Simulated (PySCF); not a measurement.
H7NOSeSi2.
Structure used (PBE0-D3(BJ)/def2-SVP), in Å, numbered top down from 1:
```xyz
12
H7NOSeSi2 angstrom
N     -2.1147   -0.6662    1.1030
Si    -0.8963   -0.1913   -0.0094
O     -1.0250   -1.0882   -1.3983
Se     1.0289   -0.5237    1.1767
Si     2.2852    0.8886   -0.1065
H     -3.0869   -0.7080    0.8169
H     -2.0186   -0.4629    2.0909
H     -0.9031    1.2047   -0.5260
H     -0.9628   -2.0417   -1.2789
H      1.9688    2.3182    0.1847
H      2.0502    0.6237   -1.5562
H      3.7099    0.6137    0.2375
```

Method: PySCF, PBE0-D3(BJ)/def2-SVP geometry optimisation, gas phase.

Masses are those of the commonest isotopes; rigid-rotor values at the optimised geometry. The values belong to one conformer with, in the numbering `[NH2:1][Si@H:2]([OH:3])[Se:4][SiH3:5]`, H–N1–Si2–O3 -51° and 160°, N1–Si2–O3–H -58°, N1–Si2–Se4–Si5 -159°.

Problem. What are A, B and C (MHz)?

Solution. Ia = 166.85, Ib = 403.68, Ic = 498.85 u·Å²; 505379 MHz·u·Å²/I gives A = 3029, B = 1252, C = 1013 MHz.

Problem. What kind of rotor is it?

Solution. An asymmetric top; Ray's κ = -0.763.

Problem. What does the inertial defect say?

Solution. Not planar: Δ = Ic − Ia − Ib = -71.68 u·Å². For a rigid frame Δ = −2 Σ m c², so Σ m c² = 35.84 u·Å² lies off the ab plane: 10.09 from hydrogen and 25.75 from heavier atoms. The atom farthest from that plane is 1.83 Å away.

Problem. Give the other two planar moments, Paa and Pbb, and the rms extents of the mass along the axes.

Solution. Paa = Σ m a² = (Ib + Ic − Ia)/2 = 367.84 and Pbb = Σ m b² = (Ia + Ic − Ib)/2 = 131.01 u·Å². With the mass M = 172.92 u, the rms extents √(P/M) along a, b and c are 1.46, 0.87, 0.46 Å.

Problem. Which types of transition are allowed, and where do some lines up to J = 2 fall?

Solution. The dipole components are |μa| = 1.59 D, |μb| = 0.76 D, |μc| = 0.30 D. Intensities carry the squares of the components, which stand as 1.00 : 0.23 : 0.04 (a : b : c). Some lines, for components of 0.1 D or more:

| type | branch | J(Ka,Kc) | MHz | lower level (cm⁻¹) |
| --- | --- | --- | --- | --- |
| a | Q | 2(1,1) ← 2(1,2) | 717 | 0.278 |
| c | Q | 1(1,1) ← 1(0,1) | 1777 | 0.076 |
| b | Q | 1(1,0) ← 1(0,1) | 2016 | 0.076 |
| a | R | 1(0,1) ← 0(0,0) | 2265 | 0.000 |
| c | R | 1(1,0) ← 0(0,0) | 4281 | 0.000 |
| a | R | 2(0,2) ← 1(0,1) | 4508 | 0.076 |
| c | Q | 2(2,1) ← 2(1,1) | 5331 | 0.302 |
| b | Q | 2(2,0) ← 2(1,1) | 5353 | 0.302 |
| b | R | 2(2,1) ← 1(1,0) | 10100 | 0.143 |
| c | R | 2(2,1) ← 1(1,1) | 10339 | 0.135 |

Problem. Estimate the classical rotational partition function at 50 K, 298.15 K and 500 K.

Solution. Point group C1, symmetry number σ = 1; q = (√π/σ)·√((kT/h)³/(ABC)), k/h = 20836.6 MHz/K: 30400 at 50 K, 443000 at 298.15 K, 962000 at 500 K.

No frequency check. Zero-point vibration and centrifugal distortion are left out. A rigid rotor knows nothing of inversion at nitrogen or internal rotation, which can split or shift real lines. Quadrupole hyperfine structure (14N) is left out.
